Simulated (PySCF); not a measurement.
**Magnetisability: SMILES CCC/C=C\C1=CCC1, C₉H₁₄**

Molfile (atoms numbered from 1):
```
C9H14
     RDKit          3D

 23 23  0  0  0  0  0  0  0  0999 V2000
   -3.0673    1.0091   -0.3933 C   0  0  0  0  0  0  0  0  0  0  0  0
   -2.2165   -0.2285   -0.1379 C   0  0  0  0  0  0  0  0  0  0  0  0
   -1.2498   -0.0151    1.0345 C   0  0  0  0  0  0  0  0  0  0  0  0
   -0.4397   -1.2439    1.2872 C   0  0  0  0  0  0  0  0  0  0  0  0
    0.8290   -1.4607    0.9310 C   0  0  0  0  0  0  0  0  0  0  0  0
    1.7270   -0.5821    0.2342 C   0  0  0  0  0  0  0  0  0  0  0  0
    3.0037   -0.7388   -0.1560 C   0  0  0  0  0  0  0  0  0  0  0  0
    3.0935    0.6050   -0.8156 C   0  0  0  0  0  0  0  0  0  0  0  0
    1.6248    0.8045   -0.3656 C   0  0  0  0  0  0  0  0  0  0  0  0
   -3.6639    1.2506    0.4842 H   0  0  0  0  0  0  0  0  0  0  0  0
   -2.4367    1.8656   -0.6235 H   0  0  0  0  0  0  0  0  0  0  0  0
   -3.7410    0.8442   -1.2312 H   0  0  0  0  0  0  0  0  0  0  0  0
   -2.8653   -1.0807    0.0777 H   0  0  0  0  0  0  0  0  0  0  0  0
   -1.6391   -0.4699   -1.0332 H   0  0  0  0  0  0  0  0  0  0  0  0
   -1.8321    0.2194    1.9301 H   0  0  0  0  0  0  0  0  0  0  0  0
   -0.6064    0.8340    0.8154 H   0  0  0  0  0  0  0  0  0  0  0  0
   -0.9750   -2.0429    1.7850 H   0  0  0  0  0  0  0  0  0  0  0  0
    1.2749   -2.4189    1.1749 H   0  0  0  0  0  0  0  0  0  0  0  0
    3.7272   -1.5272   -0.0510 H   0  0  0  0  0  0  0  0  0  0  0  0
    3.2432    0.5837   -1.8951 H   0  0  0  0  0  0  0  0  0  0  0  0
    3.8094    1.2978   -0.3731 H   0  0  0  0  0  0  0  0  0  0  0  0
    0.9086    0.9096   -1.1789 H   0  0  0  0  0  0  0  0  0  0  0  0
    1.4868    1.6122    0.3517 H   0  0  0  0  0  0  0  0  0  0  0  0
  1  2  1  0
  2  3  1  0
  3  4  1  0
  4  5  2  0
  5  6  1  0
  6  7  2  0
  7  8  1  0
  8  9  1  0
  9  6  1  0
  1 10  1  0
  1 11  1  0
  1 12  1  0
  2 13  1  0
  2 14  1  0
  3 15  1  0
  3 16  1  0
  4 17  1  0
  5 18  1  0
  7 19  1  0
  8 20  1  0
  8 21  1  0
  9 22  1  0
  9 23  1  0
M  END
```

Method: GIAO B3LYP/pcSseg-1 magnetisability, rotational g tensor and spin-rotation constants, non-relativistic, gas phase (PySCF 2.14.0). Geometry: GFN2-xTB.

(1) How diamagnetic is it, and how anisotropic?

(2) Split it along the inertial axes a, b, c into diamagnetic and paramagnetic parts about the centre of mass, with the quadrupole moment.

(3) And the rotational g tensor?

Answers

(1) Isotropic -1403 × 10⁻³⁰ J/T², or -84.5 × 10⁻⁶ cm³/mol; principal values -1508, -1377, -1325 × 10⁻³⁰ J/T², anisotropy 163 × 10⁻³⁰ J/T² (root of half the summed squared differences of the principal values). The susceptibility is in cgs units.

(2) 
```tsv
axis	χ (10⁻⁶ cm³/mol)	diamagnetic (10⁻⁶ cm³/mol)	paramagnetic (10⁻⁶ cm³/mol)	summed x² of all electrons (Å²)	quadrupole Θ (D Å)
a	-81.7	-545.6	463.9	350.0	+2.48
b	-82.0	-1607.5	1525.4	99.7	+0.57
c	-89.8	-1907.7	1817.9	28.9	-3.04
```
Anisotropies 2χaa − χbb − χcc = +8.3 and 2χbb − χaa − χcc = +7.5 × 10⁻⁶ cm³/mol. Θ is traceless in Buckingham's convention.

(3) 
```
axis  rotational constant (GHz)        g  nuclear part  electronic part
   a                     3.0475  -0.0299        0.6343          -0.6642
   b                     0.8382  -0.0077        0.5930          -0.6007
   c                     0.6976  -0.0031        0.5927          -0.5958
```
Asymmetric top; isotopes 12C, 1H; no vibrational averaging.
